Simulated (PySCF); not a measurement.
CH4N2S. Atoms are numbered in the order given.

```xyz
8

N     -0.0578    -1.1562    -1.0536
C      0.0000     0.0000    -0.3161
N      0.0578     1.1562    -1.0536
S      0.0000     0.0000     1.3557
H      0.3054    -1.1706    -2.0095
H      0.0546    -2.0135    -0.5129
H     -0.3054     1.1706    -2.0095
H     -0.0546     2.0135    -0.5129
```

The structure is a stationary point at PBE-D3(BJ)/def2-SVP. The values are those of a single conformer.

The numbers are results of HF/pcSseg-1 (PySCF), not measurements.

GIAO shieldings, no solvent; atoms listed in one row are averaged. δ = σ(ref) − σ: ¹⁵N against NH3 (σ = 267.3 ppm); ¹³C against TMS (σ = 192.6 ppm); ³³S against H2S (σ = 725.2 ppm); ¹H against TMS (σ = 31.99 ppm), references at their B3LYP-D3(BJ)/def2-TZVP geometries, non-relativistic.

```tsv
nucleus	atoms	count	δ (ppm)
¹⁵N	N1, N3	2	113.3
¹³C	C2	1	220.8
³³S	S4	1	301.9
¹H	H6, H8	2	5.66
¹H	H5, H7	2	4.97
```
